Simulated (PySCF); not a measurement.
In(NH2)3 (H6InN3), SMILES [NH2][In]([NH2])[NH2].

Geometry: B3LYP-D3(BJ)/def2-SVP. The def2 effective core potentials stand for the cores of In; spin–orbit coupling is left out. Other conformers were not sampled.

Two levels are set side by side: TDDFT-PBE/def2-SVPD (PySCF) and TDDFT-LC-ωPBE/def2-SVPD (PySCF). Vertical, same geometry. The lowest singlet is HOMO→LUMO 96 % with PBE and HOMO→LUMO 77 % with the other functional; states are paired by order. Differences are taken from unrounded values.

| quantity | TDDFT-LC-ωPBE | TDDFT-PBE | TDDFT-PBE minus TDDFT-LC-ωPBE |
|---|---|---|---|
| lowest singlet excitation (eV) | 5.56 | 3.95 | -1.61 |
| lowest triplet excitation (TDA) (eV) | 4.86 | 3.50 | -1.36 |
| first bright state (f over 0.05) (eV) | 6.19 | 4.57 | -1.61 |
| its oscillator strength | 0.17 | 0.05 | -0.12 |

Functionals without exact exchange tend to place singlet excitations lower, as here. Differences between two approximate levels are no errors against the true value.

Rough cost on one machine, each run with all the roots and properties that it gave: TDDFT-LC-ωPBE against TDDFT-PBE about 5 times.
